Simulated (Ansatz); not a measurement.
Geometry optimisation, UKS BLYP-D4/def2-SVP (Ansatz).

Input file:

```yaml
crystal:
  periodic: [false, false, false]
  atoms:
    - { symbol: Si, position_ang: [-0.780955, 0.093002, -0.344089] }
    - { symbol: F, position_ang: [1.61757, -0.910429, 1.111115] }
    - { symbol: F, position_ang: [-0.089384, -0.950485, -1.367324] }
    - { symbol: F, position_ang: [-2.114404, 0.644955, -1.08631] }
    - { symbol: H, position_ang: [-1.156151, -0.511028, 0.944709] }
    - { symbol: H, position_ang: [2.031326, -0.129825, 0.857897] }
    - { symbol: Cl, position_ang: [0.492097, 1.763809, -0.115998] }
magnetization:
  spin_polarized: true
basis:
  gaussian: { orbitals: def2-SVP }
hamiltonian:
  xc: blyp
  dispersion: d4
relax:
  f_tol: 0.03
  max_steps: 50
```

Run as:

```bash
$ ansatz run input.yaml --threads 2 --pin off --max-ram 3072MiB --backend cpu --events-out ev --progress --plain --runs-dir out
```

Problem. Where does it end, and by what steps?

Solution. The forces met the threshold. After 6 steps the energy has fallen by 0.036 eV; H6 moved furthest, 0.20 Å.

| step | energy less start (eV) | largest force component (eV/Å) | accepted |
| --- | --- | --- | --- |
| 0 | 0.0000 | 1.072 | yes |
| 1 | -0.0324 | 0.079 | yes |
| 2 | -0.0304 | 0.450 | no |
| 3 | -0.0350 | 0.063 | yes |
| 4 | -0.0330 | 0.372 | no |
| 5 | -0.0355 | 0.039 | yes |
| 6 | -0.0357 | 0.004 | yes |

```xyz
7
Properties=species:S:1:pos:R:3
Si -0.746 0.073 -0.343
F 1.605 -0.898 1.081
F -0.108 -0.973 -1.399
F -2.082 0.681 -1.034
H -1.103 -0.548 0.943
H 1.863 -0.015 0.875
Cl 0.571 1.680 -0.124
```

Whether the end is a true minimum wasn't checked by a vibrational analysis.

Time of the run: 19 s on 2 threads of Arm Neoverse V1, on a shared host, peak memory 0.15 GiB.
